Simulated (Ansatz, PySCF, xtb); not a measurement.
Gas-phase reaction R1 → P1, each structure at its B3LYP-D3(BJ)/def2-TZVP stationary point, reached from a drawn start; harmonic modes at that level show minima.
R1, C4H4 (SMILES C#CC=C) (charge 0, multiplicity 1):
```xyz
8

C     -1.148     0.750     0.548
C     -0.589    -0.324    -0.011
C      0.788    -0.431    -0.341
C      1.948    -0.553    -0.632
H     -0.567     1.630     0.790
H     -2.206     0.769     0.775
H     -1.201    -1.191    -0.241
H      2.975    -0.651    -0.886
```
P1, C4H4 (SMILES C=C1C=C1) (charge 0, multiplicity 1, Z-matrix in Å and degrees):
```
C
C 1 1.3255
H 2 1.0810 1 120.93
H 2 1.0810 3 118.13 1 -180.00
C 1 1.4360 2 152.78 3 0.03
C 5 1.3135 1 62.78 2 -180.00
H 5 1.0766 6 147.81 1 180.00
H 6 1.0766 5 147.81 7 -0.01
```

P less R. No zero-point or thermal terms.

Correlated levels freeze the cores. CBS: X⁻³ extrapolation of the correlation energy, Hartree–Fock from the larger set.

Run with Ansatz (Gaussian orbitals); PySCF for the D3/D4 terms; xtb for the GFN methods. No computed number here is a measurement.

The comparison value is 99.5 kJ/mol (CCSD(T)/CBS(cc-pVTZ, cc-pVQZ)). It is a level with limits of its own, not the exact answer.

Q: Order these levels by how close they come to the comparison value for the reaction energy, closest first: B2PLYP/def2-TZVPP, CAM-B3LYP-D3(BJ)/def2-TZVPP, revPBE-D4/def2-TZVPP, GFN1-xTB, B3LYP-D4/def2-TZVPP. Give each level's value less the comparison value.

A: B2PLYP/def2-TZVPP (0.0 kJ/mol), B3LYP-D4/def2-TZVPP (-6.2 kJ/mol), CAM-B3LYP-D3(BJ)/def2-TZVPP (-11.3 kJ/mol), GFN1-xTB (-20.0 kJ/mol), revPBE-D4/def2-TZVPP (-24.8 kJ/mol)

Ansatz is an electronic-structure program.
